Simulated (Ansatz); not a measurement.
# Changing the shape of GeH2, singlet

Computed with Ansatz's Gaussian-basis code (development build). Basis cc-pVTZ, nonrelativistic, 9 orbitals frozen in the corrections; active space CAS(4,5). Restricted Hartree–Fock, then the lowest state-specific CASSCF solution met for each case. On stretched bonds single-reference methods can fail or change state. Unlike active orbitals can shift such differences by tenths of an eV, at times by over 1 eV.

Case A:

```xyz
3

Ge    0.0000   -0.0265   -0.0260
H     0.0000   -0.0265    1.6446
H     0.0000    1.6440   -0.0606
```

Case B:

```csv
atom,x (Å),y (Å),z (Å)
Ge,0.0000,0.0530,0.0519
H,0.0000,0.0530,1.4838
H,0.0000,1.4849,0.0222
```

Case C:

```
atom   x (Å)   y (Å)    z (Å)
  Ge  0.0000  0.0000   0.0000
   H  0.0000  0.0000   1.5910
   H  0.0000  1.5910  -0.0330
```

Case D:

| atom | x (Å) | y (Å) | z (Å) |
| --- | --- | --- | --- |
| Ge | 0.0000 | 0.0000 | 0.0000 |
| H | 0.0000 | 0.0000 | 1.4319 |
| H | 0.0000 | 1.5910 | -0.0330 |

Energy less that of case A, in eV:

```
case  RHF/ROHF  CASSCF
   B    +0.329  +0.400
   C    -0.100  -0.061
   D    +0.113  +0.154
```

**Question.** What does SC-NEVPT2 give for these differences?

**Answer.** B: +0.279 eV; C: -0.123 eV; D: +0.032 eV.

**Question.** Which case is lowest, and do the methods agree?

**Answer.** C is lowest in SC-NEVPT2. Of the methods shown, RHF/ROHF, CASSCF agree.
